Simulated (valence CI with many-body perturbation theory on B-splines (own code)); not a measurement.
## Energy levels of Ce27+

Level of theory: relativistic CI+MBPT: three valence electrons over a frozen Dirac-Fock core [Ar] 3d10, radial functions for each j: 9 s, 9 p, 8 d, 6 f, 3 g, 1 h, with the one-electron correlation potential Σ1, the two-electron term Σ2, the three-electron term Σ3, Breit, model QED; selected CI, second order for the rest (own B-spline code, finite nucleus).

The last digits are not significant, and no measured levels were compared; by estimate large intervals hold to a few tenths of a per cent, small ones and those within an open d or f shell to about a per cent.

Levels 1 to 35 of 35, with energies above the lowest level, (4s^2 4p1/2) J=1/2. "Leading %" is the weight of the configuration and term that name the level; weights of strongly mixed levels are sums over their largest components and can fall short. In the jj column 3d3/2^4 stands for four electrons in 3d with j = 3/2. Lifetimes count E1, E2, E3, M1 and M2 decay at the calculated energies, and are blank where another channel may lead or the interval is too uncertain; long ones can be off by a factor of two.

```
No.  Configuration  Term    J  E (cm⁻¹)  Leading %  Lifetime              Leading jj      g
  1         4s2 4p   2P°  1/2         0         99                 4s^2 4p1/2 (99 %)  0.663
  2         4s2 4p   2P°  3/2    209690         99   11.9 μs       4s^2 4p3/2 (99 %)  1.332
  3         4s 4p2    4P  1/2    470620         73    139 ps       4s 4p1/2^2 (90 %)  2.403
  4         4s 4p2    4P  3/2    621580         95   1.18 ns   4s 4p1/2 4p3/2 (98 %)  1.691
  5         4s 4p2    4P  5/2    663290         54    216 ps   4s 4p1/2 4p3/2 (94 %)  1.416
  6         4s 4p2    2D  3/2    728570         75   15.8 ps   4s 4p1/2 4p3/2 (90 %)  0.916
  7         4s 4p2    2P  1/2    756920         71   6.10 ps   4s 4p1/2 4p3/2 (86 %)  1.159
  8         4s 4p2    2D  5/2    858050         50   92.0 ps       4s 4p3/2^2 (91 %)  1.379
  9         4s 4p2    2S  1/2    967000         69   8.86 ps       4s 4p3/2^2 (94 %)  1.769
 10         4s 4p2    2P  3/2    970940         74   4.65 ps       4s 4p3/2^2 (80 %)  1.229
 11         4s2 4d    2D  3/2   1067700         85   2.90 ps       4s^2 4d3/2 (85 %)  0.823
 12         4s2 4d    2D  5/2   1103900         93   4.37 ps       4s^2 4d5/2 (93 %)  1.200
 13            4p3   2P°  3/2   1219500         40   10.8 ps    4p1/2^2 4p3/2 (93 %)  1.343
 14            4p3   4S°  3/2   1386000         51   7.70 ps    4p1/2 4p3/2^2 (84 %)  1.409
 15            4p3   2D°  5/2   1391300         76   21.5 ps    4p1/2 4p3/2^2 (76 %)  1.185
 16       4s 4p 4d   4F°  3/2   1426800         83   35.5 ps   4s 4p1/2 4d3/2 (89 %)  0.510
 17       4s 4p 4d   4F°  5/2   1460300         74   23.5 ps   4s 4p1/2 4d3/2 (61 %)  1.058
 18            4p3   2P°  1/2   1464100         93   7.52 ps    4p1/2 4p3/2^2 (93 %)  0.663
 19       4s 4p 4d   4P°  5/2   1519300         52   5.43 ps   4s 4p1/2 4d5/2 (91 %)  1.439
 20       4s 4p 4d   4F°  7/2   1519300         69   16.2 ps   4s 4p1/2 4d5/2 (84 %)  1.257
 21       4s 4p 4d   4D°  3/2   1521100         50   3.32 ps   4s 4p1/2 4d3/2 (65 %)  1.346
 22       4s 4p 4d   4D°  1/2   1523200         73   2.69 ps   4s 4p1/2 4d3/2 (91 %)  0.346
 23       4s 4p 4d   2F°  5/2   1588900         74   6.99 ps   4s 4p1/2 4d5/2 (69 %)  0.953
 24       4s 4p 4d   2D°  3/2   1612700         55   3.40 ps   4s 4p1/2 4d5/2 (43 %)  0.987
 25            4p3   2P°  3/2   1623500         37   7.13 ps          4p3/2^3 (73 %)  1.293
 26       4s 4p 4d   4F°  9/2   1664800        100   16.8 μs  4s 4p3/2 4d5/2 (100 %)  1.332
 27       4s 4p 4d   4P°  1/2   1681200         88   4.00 ps   4s 4p3/2 4d3/2 (97 %)  2.365
 28       4s 4p 4d   4D°  5/2   1681300         58   3.23 ps   4s 4p3/2 4d3/2 (90 %)  1.289
 29       4s 4p 4d   4P°  3/2   1686300         54   3.61 ps   4s 4p3/2 4d3/2 (87 %)  1.473
 30       4s 4p 4d   4D°  7/2   1687500         63   3.67 ps   4s 4p3/2 4d3/2 (52 %)  1.348
 31       4s 4p 4d   2D°  5/2   1731200         49   6.04 ps   4s 4p3/2 4d5/2 (96 %)  1.321
 32       4s 4p 4d   2D°  3/2   1745000         61   3.05 ps   4s 4p3/2 4d3/2 (42 %)  0.999
 33       4s 4p 4d   2F°  7/2   1781700         97   6.81 ps   4s 4p3/2 4d5/2 (74 %)  1.145
 34       4s 4p 4d   2F°  5/2   1786600         72   2.93 ps   4s 4p3/2 4d3/2 (77 %)  0.901
 35       4s 4p 4d   2F°  7/2   1797000         67   3.85 ps   4s 4p3/2 4d5/2 (70 %)  1.194
```

The ionisation energy to 4s2 1S_0 of the next ion comes out as 966.95 eV (NIST: 965 ± 4 eV (theoretical)). All 35 levels together are meant to be complete up to 1800500 cm⁻¹.
